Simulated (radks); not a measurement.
Spherical quantum dot in the effective-mass picture: electrons in a parabolic well V = omega^2 r^2 / 2 with omega = 4.35, all in effective atomic units (hartree* = m*/eps^2 hartree, bohr* = eps/m* bohr), one dielectric constant everywhere. Calculated with a radial shooting solver with Libxc functionals: non-relativistic Kohn-Sham, exchange-only LDA, spin-polarised, spherical densities. Levels are named by radial order and angular momentum (1s, 1p, 1d, 2s, ...), and open shells are averaged over m. Results are scaled to m* = 0.025 and eps = 8.3, for which hartree* = 9.875 meV and bohr* = 17.57 nm.

N = 23, configuration 1s2 1p6 1d10 2s2 1f(up 3, down 0). This is the lowest configuration that the search found. Occupied and some empty levels:

| level | occupation | eigenvalue (meV) | <r> (nm) |
|---|---|---|---|
| 1s up | 1 | 295.78 | 12.12 |
| 1s down | 1 | 296.30 | 12.05 |
| 1p up | 3 | 322.40 | 15.57 |
| 1p down | 3 | 323.24 | 15.51 |
| 1d up | 5 | 351.06 | 18.11 |
| 1d down | 5 | 352.09 | 18.08 |
| 2s up | 1 | 354.55 | 16.27 |
| 2s down | 1 | 355.35 | 16.29 |
| 1f up | 3 | 381.53 | 20.16 |
| 1f down | 0 | 382.66 | 20.15 |
| 2p up | 0 | 386.89 | 18.43 |
| 2p down | 0 | 387.68 | 18.45 |
| 1g up | 0 | 413.59 | 21.93 |
| 1g down | 0 | 414.75 | 21.94 |
| 2d up | 0 | 420.25 | 20.41 |
| 2d down | 0 | 421.05 | 20.42 |

Energy (meV): total 5555.83, kinetic 1124.8, external 2226.9, Hartree 2413.0, exchange-correlation -208.90.

Electron density:

| r (nm) | n(r) (e/nm^3) |
|---|---|
| 2.51 | 0.0007641 |
| 5.21 | 0.0006545 |
| 7.91 | 0.0005734 |
| 10.6 | 0.0005584 |
| 13.3 | 0.0005588 |
| 16.0 | 0.0005020 |
| 18.7 | 0.0003730 |
| 21.4 | 0.0002217 |
| 24.1 | 0.0001030 |
| 26.8 | 0.00003752 |
| 29.5 | 0.00001056 |
| 32.2 | 2.339e-06 |
| 34.9 | 4.007e-07 |
